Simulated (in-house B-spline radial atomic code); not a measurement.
# Ionising Ca+ with different functionals

Computed with a radial B-spline atomic code at the basis-set limit: four-component Dirac-Coulomb Hamiltonian, Fermi nucleus of rms radius 3.4776 fm, spin-restricted, spherical fractional occupations for the functionals, and exact exchange of hybrids averaged over the configuration. The ionisation energy is the difference of two self-consistent energies, [Ar] 4s1 → [Ne] 3s2 3p6, without Breit or QED terms; ε is the level of the shell that loses the electron (mean over j).

```
   method                    rung  ΔSCF (eV)  -ε(4s) (eV)
    B97-1           global hybrid      11.78         9.58
    B3LYP           global hybrid      12.07         9.73
  LC-wPBE  range-separated hybrid      11.67        11.62
CAM-B3LYP  range-separated hybrid      12.10        10.92
```

Problem. Among the functionals, which spreads more, the ΔSCF values or the orbital energies?

Solution. The orbital energies: ΔSCF values span about 0.43 eV and the orbital energies 2.04 eV; here energy differences depend much less on the functional than eigenvalues do.

Problem. How do they compare with the NIST value?

Solution. NIST lists 11.872 eV (measured, ground level to ground level). Errors run from -0.20 to +0.23 eV; B97-1 is closest (-0.09 eV), but part of that can be cancellation, since the calculations leave out Breit-QED terms, spin polarisation.
